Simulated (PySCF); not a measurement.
NICS in rings of unrelated molecules.

Definitions: NICS(0) = −σiso at the ring centroid; NICS(1) = −σiso and NICS(1)zz = −σzz at ±1 Å along the ring normal z. Level: GIAO PBE0/pcSseg-1 (PySCF, non-relativistic, gas phase) on the GFN2-xTB geometries, one conformer each. Atom numbers follow the mapped SMILES.

Question: Order these rings by mean NICS(1)zz, lowest (most negative) first (ppm).
A. ring C3–C4–S5–C6–C10 in `[CH2:1]=[CH:2][c:3]1[cH:4][s:5][c:6]2[cH:7][cH:8][nH:9][c:10]12`
B. ring C3–C4–Si6–C7 in `[CH:1]#[C:2][C@@H:3]1[C:4](=[O:5])[SiH2:6][C@@H:7]1[SiH2:8][CH3:9]`
C. ring C3–C4–C5–C6–C7 in `[CH2:1]=[C:2]=[C:3]1[CH2:4][CH2:5][CH2:6][C@H:7]1[CH2:8][F:9]`
D. ring C7–C8–C9 in `[SiH3:1][N:2]([SiH3:3])[SiH2:4][C:5]#[C:6][CH:7]1[CH2:8][CH2:9]1`
E. ring C3–C4–C5–C7–C8–O9 in `[F:1][CH2:2][C:3]1=[CH:4][C@@H:5]([F:6])[CH:7]=[CH:8][O:9]1`
F. ring C3–S4–C5–C6–C7–S8 in `[N:1]#[C:2][CH:3]1[S:4][CH2:5][CH2:6][CH2:7][S:8]1`
G. ring C1–P2–C3–P4–C5–P9 in `[cH:1]1[p:2][cH:3][p:4][c:5]([CH:6]2[CH2:7][CH2:8]2)[p:9]1`

Answer: D (-23.6), G (-21.9), A (-20.1), C (-3.7), E (-2.5), B (-1.2), F (4.6).

| SMILES | ring | NICS(0) | NICS(1) | NICS(1)zz | HOMA | rms pucker (Å) | ring atoms with four or more neighbours |
| --- | --- | --- | --- | --- | --- | --- | --- |
| [SiH3]N([SiH3])[SiH2]C#CC1CC1 | 3-membered carbocycle; formal bonds all single | -43.8 | -8.4 | -23.6 | – | 0.00 | 3 |
| c1pcpc(C2CC2)p1 | 6-membered ring with 3 P; formal bonds all aromatic | -5.7 | -9.3 | -21.9 | 0.83 | 0.00 | 0 |
| C=Cc1csc2cc[nH]c12 | 5-membered ring with S; formal bonds all aromatic | -11.1 | -9.5 | -20.1 | 0.81 | 0.00 | 0 |
| C=C=C1CCC[C@H]1CF | 5-membered carbocycle; formal bonds all single | -5.2 | -3.7 | -3.7 | – | 0.16 | 4 |
| FCC1=C[C@@H](F)C=CO1 | 6-membered ring with O; formal bonds 2 double, 4 single | -0.5 | -2.9 | -2.5 | – | 0.02 | 1 |
| C#C[C@@H]1C(=O)[SiH2][C@@H]1[SiH2]C | 4-membered ring with Si; formal bonds all single | 6.9 | -1.1 | -1.2 | – | 0.10 | 3 |
| N#CC1SCCCS1 | 6-membered ring with 2 S; formal bonds all single | -2.4 | -1.6 | 4.6 | – | 0.31 | 4 |

NICS(0) gives another order. The isotropic NICS(1) gives another order. HOMA uses Krygowski's 1993 parameters; it is left out where a ring has a four-coordinate atom, a triple bond, no multiple bond or a kind of bond without parameters. NICS(1) and NICS(1)zz are means over the two faces.
